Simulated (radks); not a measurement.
Results of a calculation; reference values are marked as such.
Q: Ionisation of the ytterbium ion Yb+, [Xe] 4f14 6s1, to Yb2+, [Xe] 4f14, under several functionals. Scalar-relativistic Kohn-Sham, spin-polarised, spherical densities, point nucleus; open shells are filled with parallel spins first (spin-orbit coupling, left out, can overturn this in heavy ions); a radial shooting solver on a logarithmic mesh with Libxc functionals. Known Delta-SCF values: PBE 12.440 eV; LDA (Slater exchange, Perdew-Wang correlation) 12.652 eV. What does LDA (Slater exchange, VWN5 correlation) give, and what is its highest occupied eigenvalue?

A: 12.656 eV by Delta-SCF; the 6s eigenvalue is -9.868 eV. NIST: 12.179 eV (measured).
